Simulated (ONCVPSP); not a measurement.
**Re: one change to an ONCV potential, before and after**

ONCVPSP 4.0.1 input, shortened (lines: element, Z, core and valence counts, functional; n l f; lmax; l rc ep ncon nbas qcut; lloc lpopt rc5 dvloc0; l nproj debl; icmod fcfact rcfact), PBEsol, scalar-relativistic:

```
  Re 75.00   10    4  -116133      upf
    1    0    2.00
    2    0    2.00
    2    1    6.00
    3    0    2.00
    3    1    6.00
    3    2   10.00
    4    0    2.00
    4    1    6.00
    4    2   10.00
    4    3   14.00
    5    0    2.00
    5    1    6.00
    5    2    6.00
    6    0    1.00
    2
    0    1.50    0.00    4    8    9.10
    1    1.50    0.00    4    7    7.30
    2    2.75    0.00    4    8    6.40
    4    2    1.40    0.00
    0    2    2.10
    1    2    3.00
    2    2    3.50
    3    1.50    1.30
```

Change: local potential polynomial inside 1.40 bohr (lpopt 2, dvloc0 -3 Ha).

Cutoffs: the cutoffs (Ha) at which the residual kinetic energy of the hardest occupied pseudo-wave falls to 1 and 0.1 mHa per electron; they do not see the model core or the augmentation charge, which bear on the density cutoff. Errors are all-electron minus pseudo energies relative to the spin-unpolarised reference configuration.

Q: Predict the effect on cutoff, ghosts and configuration errors.

A: The potential gets neither clearly harder nor softer (28 Ha and 39 Ha → 28 Ha and 39 Ha); of the 4 tests that both files solve, the error grows in 1 and shrinks in 1 by more than 15 % and 0.3 meV (median size 9.4 → 7.9 meV); the range in which the d phases agree widens (upper end 0.8 → 4.5); neither file shows a bound ghost.

```tsv
quantity	base	changed
cutoff, loose	28 Ha	28 Ha
cutoff, tight	39 Ha	39 Ha
bound ghosts	none	none
GHOST(+) flags under 300 eV	none	none
error for 5s2 5p6 5d5 6s2, meV [ΔE -0.95 eV]	+11	+11
error for 5s2 5p6 5d5 6s1, meV [ΔE 8.34 eV]	+2.5	+3.6
error for 5s2 5p6 5d5 6s0, meV [ΔE 24.69 eV]	-7.8	-4.4
error for 5s2 5p6 5d4 6s2 6p1, meV [ΔE 4.15 eV]	+40	+42
s: phases at 1.53 bohr within 0.05 rad from the reference energy up to (Ha; the scan ends near 5)	to the end of the scan	to the end of the scan
p: phases at 1.53 bohr within 0.05 rad from the reference energy up to (Ha; the scan ends near 5)	to the end of the scan	to the end of the scan
d: phases at 2.79 bohr within 0.05 rad from the reference energy up to (Ha; the scan ends near 5)	0.8	4.5
rms error of d²Exc/dni dnj with the model core, mHa	3.75	3.75
```
